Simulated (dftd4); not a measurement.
C4H5 (SMILES [CH2-]C#CC), charge -1, singlet, geometry from GFN2-xTB; D4 for pbe in dftd4.

The dftd4 input:
```
$ dftd4 mol.xyz --func pbe --charge -1 --json dftd4.json --noedisp --property

# file mol.xyz
9

C     -0.02689703     0.01898413     2.00101260
C     -0.00904766    -0.04049079     0.66114669
C      0.00789498    -0.42450959    -0.53346907
C      0.02444904     0.23607485    -1.86598431
H     -0.95631018     0.02398960     2.57125672
H      0.88696065     0.03044252     2.59575182
H     -0.01375398     1.34661131    -1.85047335
H      0.93433358    -0.04072948    -2.41968026
H     -0.82962597    -0.10066542    -2.47309051
```

The log (banner, timings and long lists left out):

```
                    ____  _____ _____     ____  _  _
      -------------|  _ \|  ___|_   _|---|  _ \| || |------------
     |             | | | | |_    | | ___ | | | | || |_           |
     |             | |_| |  _|   | ||___|| |_| |__   _|          |
     |             |____/|_|     |_|     |____/   |_|            |
     |             ===================================           |
     |            E. Caldeweyher, S. Ehlert & S. Grimme          |
     |          Mulliken Center for Theoretical Chemistry        |
     |                    University of Bonn                     |
      -----------------------------------------------------------

Rational (Becke-Johnson) damping: pbe-D4-ATM
---------------------
  s6         1.0000
  s8         0.9595
  s9         1.0000
  a1         0.3857
  a2         4.8069
 alp        16.0000
--------------------

Atomic data, radii in Ångström:
------------------------------------------------------
   Z          R(cov)      r4/r2   hardness         EN
------------------------------------------------------
   6 C        1.0000     1.6431     0.4220     2.5500
   1 H        0.4267     1.0622     0.4726     2.2000
------------------------------------------------------

Atomic reference systems (in atomic units):
----------------------------------------------------------------------------
   Z        #      CN     q+Z       C6(AA)   #      CN     q+Z       C6(AA)
----------------------------------------------------------------------------
   6 C      1  0.0000  6.0000      49.3833   2  0.9189  5.8288      52.1688
            3  1.9079  5.8579      35.6972   4  2.8312  5.7775      35.8445
            5  3.7487  5.7435      28.6317   6  2.9183  5.8956      32.2504
            7  0.8556  6.2103      25.6194
   1 H      1  0.0000  1.0000       7.6362   2  0.8942  1.0000       3.0374
----------------------------------------------------------------------------

Atomic properties (in atomic units):
----------------------------------------------------------------------------
     #    Z              CN          q      C6(AA)        C8(AA)   alpha(0)
----------------------------------------------------------------------------
     1    6 C        2.8307    -0.3347     39.5287     1143.2383    10.2698
     2    6 C        1.9634    -0.2057     37.7108     1090.6626     9.9055
     3    6 C        1.9596    -0.2383     38.8070     1122.3647    10.0484
     4    6 C        3.7473    -0.2988     29.8981      864.7046     7.8923
     5    1 H        0.9245     0.0199      2.7346       33.0572     2.5860
     6    1 H        0.9245     0.0199      2.7347       33.0581     2.5861
     7    1 H        0.9214     0.0174      2.7741       33.5349     2.6048
     8    1 H        0.9231     0.0104      2.8837       34.8594     2.6557
     9    1 H        0.9231     0.0099      2.8921       34.9602     2.6595
----------------------------------------------------------------------------

Molecular properties (in atomic units):
----------------------------------------
 molecular C6                1054.4748
 molecular C8               25194.6646
----------------------------------------

Dispersion energy:      -5.8018745819660E-03 Eh

[Info] JSON dump of results written to 'dftd4.json'
```
